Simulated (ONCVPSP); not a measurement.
Building the ONCV potential for oxygen (PBE, scalar-relativistic).

O, optimised norm-conserving Vanderbilt (ONCV), made with ONCVPSP 4.0.1 (PBE, scalar-relativistic). Core [He], reference 2s2 2p2 (charge +2). Waves: 2s: rc 0.65 bohr, ncon 4, nbas 8, qcut 9.5 1/bohr, 2 projectors, debl 2.5 Ha; 2p: rc 1.40 bohr, ncon 4, nbas 9, qcut 9.6 1/bohr, 2 projectors, debl 3.6 Ha; d scattering state at 0.04 Ha: rc 1.15 bohr, ncon 3, nbas 8, qcut 8.2 1/bohr, 2 projectors, debl 2.4 Ha. Local part: polynomial inside 0.60 bohr (lpopt 5, dvloc0 2 Ha). Core correction: Teter function, fcfact 5.5, rcfact 1.4.

- Cutoffs needed: 43 Ha and 228 Ha (the cutoffs (Ha) at which the residual kinetic energy of the hardest occupied pseudo-wave falls to 1 and 0.1 mHa per electron)
- Ghost test: no bound ghost flagged; GHOST(+) flags only above 600 eV
- Largest excitation error: +168 meV (all-electron minus pseudo) for 2s2 2p4, out of 4 test configurations
- rms error of d²Exc/dni dnj: 4.12 mHa without and 3.64 mHa with the model core
